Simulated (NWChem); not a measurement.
# hydrogen selenide (H2Se); SMILES [SeH2]

All runs: NWChem. This build's default masses of Se (78.918 u) and Br (79.917 u) are each other's, which moves their modes by up to 0.6 %. Each level has its own optimisation; frequencies are unscaled.

| level | r H–Se (Å) | highest harmonic frequency (cm⁻¹) | lowest (cm⁻¹) | zero-point energy (kcal/mol) | dipole (D) |
|---|---|---|---|---|---|
| BP86/def2-TZVP | 1.480 | 2367 | 1021 | 8.2 | 0.73 |
| PBE/def2-SVP | 1.483 | 2390 | 1021 | 8.3 | 0.88 |
| B3LYP/3-21G | 1.494 | 2205 | 1070 | 7.8 | 1.11 |
| PBE0-D3(BJ)/def2-TZVP | 1.466 | 2468 | 1060 | 8.6 | 0.79 |
